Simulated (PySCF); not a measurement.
C3H5NOSi, SMILES C1N=C[Si@@H](O)C=1. Geometry: PBE-D3(BJ)/def2-SVP. The structure was generated by enumeration; whether it is a known compound was not checked. Other conformers were not sampled.

Level of theory: PBE-D3(BJ)/def2-SVP (PySCF).

Harmonic wavenumbers (cm⁻¹): 123, 162, 277, 368, 406, 481, 594, 654, 712, 733, 769, 813, 848, 861, 892, 920, 966, 1098, 1245, 1283, 1517, 1581, 2188, 3050, 3096, 3158, 3759. Rotational constants (GHz): 5.962, 2.476, 1.962; symmetry number 1.

Question: Work out the zero-point energy and the ideal-gas rigid-rotor harmonic-oscillator thermochemistry at 298.15 K and 1 atm.

Answer: ZPE = ½ Σ hcν = ½ × 32556 cm⁻¹ = 46.54 kcal/mol. H − E(el) = 51.20 kcal/mol. Entropy in cal/(mol K): translation 39.69, rotation 26.81, vibration 12.54, total 79.04. G − E(el) = 27.63 kcal/mol. Cp = 25.92 cal/(mol K). Modes under 150 cm⁻¹ make the vibrational entropy uncertain.
